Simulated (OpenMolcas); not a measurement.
A calculation on Ru I.

| Item | Value |
| --- | --- |
| Program | OpenMolcas |
| Method | XMS-CASPT2, IPEA 0.25 Eh, imaginary shift 0.1 Eh (closed shells correlated: 4s 4p) |
| Basis | ANO-RCC-VTZP [7s6p4d2f1g] |
| Scalar Hamiltonian | DKH2, point nucleus |
| Active space | 8 electrons in 6 orbitals (4d 5s) |
| State averaging | 2S+1 = 5 even, 15 roots; 2S+1 = 3 even, 75 roots kept (CI in the orbitals of an earlier block); 2S+1 = 1 even, 57 roots kept (CI in the orbitals of an earlier block) |
| Spin-orbit coupling | RASSI with atomic mean-field integrals over the reference wave functions, term energies averaged over their components |

Which level of the active space comes out lowest?

4d6 5s2 5D4, with 99 % of that term.

How high does 4d6 5s2 5D2 lie?

1695 cm-1 above the lowest level.

How high does 4d7 5s 5P3 lie?

9400 cm-1 above the lowest level.

How high does 4d7 5s 5F5 lie?

326 cm-1 above the lowest level.

The level at 9200 cm-1 has J = 3. What is it made of, and what is its g factor?

90 % 4d7 5s 3F3(1), 7 % 4d7 5s 5P; g = 1.126, against 1.084 from Landé's formula for the pure leading term.

CASPT2 breaks the degeneracy within a term, and the mean is taken; among the terms shown or strongly mixed into the levels shown the widest spread is 1300 cm-1 (4d7 5s 3F(1)). Over all roots computed the reference weight is 0.82 to 0.89; the roots of lowest weight are the least certain, and an intruder state may touch them. Terms from blocks run as CI alone lack orbitals of their own. The lowest computed level is not the ground level that NIST lists (5F5). Configurations are named by rounded mean occupations; where the s occupation lies near a half they are strongly mixed, a name can repeat and a true partner stay unpaired. A single d shell beside an s shell can misplace configurations of different d count against each other. The CASPT2 spread within a term exceeds the gap to the next term for 4d7 5s 3F(1) and 4d7 5s 5P, so the order of their levels is uncertain, and so are names and mixing where such terms share a J. Levels of configurations outside the active space are missing.

A number in round brackets counts repeated terms of one configuration in the order of the reference energies.
